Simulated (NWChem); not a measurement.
Species: C$_{2}$H$_{8}$O$_{2}$Si; SMILES OC[C@@H](O)[SiH3]

```xyz
13

O     -0.9752     1.5705     0.5403
C     -0.2877     1.2669    -0.6633
C      0.5486    -0.0020    -0.5390
O      1.5905     0.3229     0.4080
Si    -0.4688    -1.5083     0.0796
H     -0.2959     1.6086     1.2345
H     -1.0510     1.1404    -1.4375
H      0.3729     2.0973    -0.9618
H      0.9868    -0.2207    -1.5280
H      2.1811    -0.4403     0.4993
H     -1.6570    -1.7446    -0.7858
H     -0.8847    -1.3574     1.4943
H      0.4222    -2.7040    -0.0020
```
Atoms are numbered in this order, from 1.

Program: NWChem. The geometry was optimised at B3LYP/6-31G* (spherical d). Hybrids' shares of exact exchange are those that their runs print; pure functionals count as 0. The functionals differ in more than this share.

```csv
row,share of exact exchange,orbital gap (eV)
PBE/def2-SVP,0.00,5.85
BLYP/def2-SVP,0.00,5.80
B3LYP/def2-SVP,0.20,7.80
PBE0/def2-SVP,0.25,8.34
PW6B95/def2-SVP,0.28,8.46
Hartree-Fock/def2-SVP,1.00,withheld
```

### Question
Fit a straight line of the last column on the one before it, predict the withheld value, and compare with the run.

### Answer

1. Means of the 5 shown rows: x = 0.146, y = 7.250. Slope Σ(x − x̄)(y − ȳ)/Σ(x − x̄)² = 0.7213/0.07432 = 9.705; intercept 5.833.
2. The shown rows scatter about the line by 0.058 (root mean square); the largest residual is -0.09, at PW6B95/def2-SVP.
3. At x = 1.00 (Hartree-Fock/def2-SVP; beyond the shown range) the line gives 15.54.
4. The run gives 15.25, -0.29 from the line, 5.0 times the scatter.
